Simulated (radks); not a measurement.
Species: a nucleus of charge 17.9 with 16 electrons. Configuration: [Ne] 3s2 3p4. Calculated with a radial shooting solver on a logarithmic mesh with Libxc functionals: non-relativistic Kohn-Sham, PBEsol, spin-polarised, spherical densities, point nucleus; open shells are filled with parallel spins first.

Radial electron density D(r) = 4 pi r^2 rho(r):

| r (bohr) | D(r) (e/bohr) | spin D(r) |
|---|---|---|
| 0.007247 | 1.921 | -0.0000360 |
| 0.009213 | 2.894 | -0.0000361 |
| 0.01171 | 4.278 | -0.00000737 |
| 0.01477 | 6.100 | 0.0000985 |
| 0.01878 | 8.546 | 0.000416 |
| 0.02387 | 11.52 | 0.00124 |
| 0.03035 | 14.81 | 0.00323 |
| 0.03858 | 17.91 | 0.00773 |
| 0.04865 | 20.07 | 0.0169 |
| 0.06185 | 20.70 | 0.0357 |
| 0.07862 | 19.40 | 0.0705 |
| 0.09995 | 16.82 | 0.128 |
| 0.126 | 14.71 | 0.209 |
| 0.1602 | 14.70 | 0.306 |
| 0.2037 | 17.26 | 0.378 |
| 0.259 | 20.26 | 0.365 |
| 0.3292 | 20.35 | 0.232 |
| 0.4151 | 16.27 | 0.0516 |
| 0.5278 | 9.886 | 0.00696 |
| 0.6709 | 5.291 | 0.310 |
| 0.8529 | 4.266 | 0.937 |
| 1.076 | 4.918 | 1.48 |
| 1.367 | 4.690 | 1.54 |
| 1.738 | 3.058 | 1.06 |
| 2.21 | 1.300 | 0.467 |
| 2.809 | 0.3447 | 0.125 |
| 3.543 | 0.05757 | 0.0206 |
| 4.504 | 0.004713 | 0.00159 |

D(r) has 3 maxima, at r = 0.0594, 0.294, 1.17 bohr, and minima at 0.142, 0.819 bohr, inside which lie 2.16, 10.38 electrons.
